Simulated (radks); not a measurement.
Values are calculated unless marked as measured or tabulated.
Polarisability of neutral praseodymium, [Xe] 4f3 6s2, at imaginary frequency. Code: a radial shooting solver on a logarithmic mesh with Libxc functionals. Model: scalar-relativistic Kohn-Sham, LDA (Slater exchange, Perdew-Wang correlation), spin-polarised, spherical densities, finite nucleus; open shells are filled with parallel spins first (spin-orbit coupling, left out, can overturn this in heavy ions); Fermi nuclear charge, rms radius 4.8919 fm. Response by self-consistent Sternheimer equations with the Hartree and adiabatic LDA kernel, the relativistic mass of each level held fixed and spin-orbit coupling left out.

w (hartree)  alpha1(iw) (bohr^3)
0.00266                    198.1
0.0143                     193.4
0.0360                     177.0
0.0697                     139.3
0.118                      92.09
0.186                      54.74
0.280                      31.99
0.413                      19.35
0.605                      12.15
0.892                      7.618
1.35                       4.514
2.12                       2.413
3.59                       1.119
6.94                      0.4081
17.5                     0.08862

Static values: alpha1 = 197.9 bohr^3 (29.33 angstrom^3; uncoupled 247.7). C6 = 3340, triple-dipole C9 = 474000 atomic units. One-pole (London) frequency 4 C6 / (3 alpha1^2) = 0.114 hartree, against 0.074 for minus the highest occupied eigenvalue. Recommended static value: 216 bohr^3 (Schwerdtfeger and Nagle, 2023 table).
